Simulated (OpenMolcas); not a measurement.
An OpenMolcas run meant for neutral calcium (ANO-RCC-VDZP, DKH2; inactive shells 1s 2s 2p 3s 3p; intended active space 2 electrons in 4 orbitals (4s 4p)). One step of its input:

```
&CASPT2
Multistate=1 1
Frozen=2 3
IPEA=-0.5
Imaginary=0.1
MaxIter=60
WThr=0.0 0.3 0.05
PrWF=0.5
NoMix
```

The run finished. Its levels beside those of a sound run (SS-CASPT2, IPEA 0.25 Eh, imaginary shift 0.1 Eh (closed shells correlated: 3s 3p)), in cm-1 above each run's lowest level:

```csv
Level,This run,Usual run
4s2 1S0,0.0,0.0
4s 4p 3P* 0,15497,15578
4s 4p 3P* 1,15536,15618
4s 4p 3P* 2,15615,15697
```

**Question.** Which setting is unsound, and how much does it matter here?

**Answer.** The IPEA shift is negative. Against the sound run the excited levels shown move by 81 cm-1 on average and by 81 cm-1 at most.

Some high roots are left out of the spin-orbit mixing, which shifts the levels that they would mix with. Levels of configurations outside the active space are missing.

* marks odd parity.
